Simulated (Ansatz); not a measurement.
Consider the redistribution: `[SiH]S` + `[OH][SbH][OH]` → `O[Si]S` + `[OH][SbH2]`.

Isolated molecules relaxed with PBE0-D4/def2-TZVP in Ansatz; ΔE leaves out vibrations. CCSD(T)/CBS is the MP2 limit (def2-TZVPP, def2-QZVPP) plus CCSD(T) − MP2 in def2-TZVPP, frozen cores. This one scheme is used for every species. Functionals use def2-TZVPP. B3LYP here is the variant with VWN-RPA as its local correlation; programs differ in this. Elements past krypton have def2 core potentials. For Sb outer-core shells are correlated without core-valence functions, which leaves a few kJ/mol of doubt a bond. One conformer a species, not always the lowest.

Is it downhill or uphill in electronic energy at CCSD(T)/CBS, and by how much? (Best estimate.)

The calculation gave: Downhill: ΔE = -86.0 kJ/mol.

What do these levels give: revPBE-D4, r2SCAN-D4, PBE0-D4, B3LYP-D4, ωB97M-V, BLYP, PBE0, r2SCANh, RPA@PBE/def2-TZVPP, CCSD/def2-SVP, HF/def2-TZVPP, SCS-MP2/def2-QZVPP? (An estimate is asked.)

The calculation gave: revPBE-D4 -83.7, r2SCAN-D4 -89.1, PBE0-D4 -91.4, B3LYP-D4 -92.0, ωB97M-V -96.3, BLYP -85.6, PBE0 -91.1, r2SCANh -91.6, RPA@PBE/def2-TZVPP -86.8, CCSD/def2-SVP -96.6, HF/def2-TZVPP -100.5, SCS-MP2/def2-QZVPP -87.0 kJ/mol.

Largest T1 diagnostic among the species: 0.016.

From PBE to PBE0 (25 % exact exchange), in def2-TZVPP and without D4, ΔE moves by −6.5 kJ/mol. At CCSD(T), def2-SVP lies −8.5 kJ/mol from the extrapolated value and def2-TZVPP −6.5 kJ/mol. In def2-TZVPP, CCSD(T) changes the Hartree–Fock value by +8.0 kJ/mol (the triples alone add +2.2 kJ/mol) and MP2 by +7.6 kJ/mol.
